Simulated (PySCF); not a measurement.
C₄H₉O₂, SMILES CC(O)[CH]OC, multiplicity 2. The structure is a stationary point at PBE-D3(BJ)/def2-SVP. The isomer is the one that the SMILES or the coordinates give; other isomers of the formula were not compared. The values are those of a single conformer.

Computed equilibrium geometry at PBE-D3(BJ)/def2-SVP (PySCF confirms it by a frequency run) as Cartesian coordinates in Å (one conformer of several):
```xyz
15

C      2.5801    -0.7318     0.0287
O      1.4043    -0.1297    -0.4783
C      0.2511    -0.4633     0.1574
C     -0.9635     0.2857    -0.2653
C     -2.2385    -0.4944     0.0706
O     -0.9645     1.5727     0.3832
H      2.5315    -1.8423    -0.0431
H      2.7517    -0.4536     1.0942
H      3.4284    -0.3658    -0.5797
H      0.3332    -0.8666     1.1854
H     -0.8882     0.4186    -1.3741
H     -3.1409     0.0740    -0.2370
H     -2.3036    -0.6632     1.1650
H     -2.2632    -1.4769    -0.4421
H     -1.7426     2.0551     0.0435
```
Charge 0, spin multiplicity 2.
